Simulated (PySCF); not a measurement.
Al(H)(NCO)(OMe) (C2H4AlNO2), SMILES C[O][AlH][N]=C=O. The structure is a stationary point at PBE0-D3(BJ)/def2-SVP. The structure was generated by enumeration; whether it is a known compound was not checked. One conformer was computed; it need not be the lowest.

Computed equilibrium geometry at PBE0-D3(BJ)/def2-SVP (PySCF confirms it by a frequency run) as a Z-matrix, and its point group (one conformer of several):
point group Cs.
```
O
C 1 1.3892
H 2 1.1040 1 110.52
H 2 1.1040 3 107.32 1 120.58
H 2 1.1057 3 107.73 4 115.77
Al 1 1.6848 2 140.82 3 -120.67
N 6 1.7795 1 119.12 2 0.00
C 7 1.2010 1 151.20 2 0.00
O 8 1.1684 5 129.36 2 180.00
H 6 1.5647 1 119.30 2 180.00
```
